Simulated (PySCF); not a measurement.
# LiSe: from constants to spectrum

UHF-CCSD(T) constants of LiSe, ²Π (doublet), unpaired electrons π ↑ (Li def2-SVP, Se def2-SVP; no relativity (PySCF 2.14); masses 7.0160 and 79.9165 u):

- ωe: 509.3 cm⁻¹
- ωexe: 3.07 cm⁻¹
- Be: 0.49634 cm⁻¹
- αe: 0.00495 cm⁻¹
- De to Li + Se: 2.49 eV

What force constant and bond length do these constants imply?

Reduced mass μred = 6.4498 u; k = 5.8918×10⁻⁷·μred·ωe² (u, cm⁻¹, mdyn/Å) = 0.986 mdyn/Å; Re = √(16.8576/(μred·Be)) (u, cm⁻¹, Å) = 2.295 Å.

Estimate the centrifugal constant D from the Kratzer relation and find the Dunham coefficient a1.

D = 4Be³/ωe² = 1.89e-06 cm⁻¹; a1 = −1 − αeωe/(6Be²) = -2.71.

Correlated steps freeze 9 core orbitals. Correlated levels converge slowly with the basis: in double zeta they bind strong bonds too weakly, by up to about 1 eV, and carry superposition errors of some tenths. Spin–orbit coupling is left out. The state was picked by a PBE0 search and need not be the measured ground state.
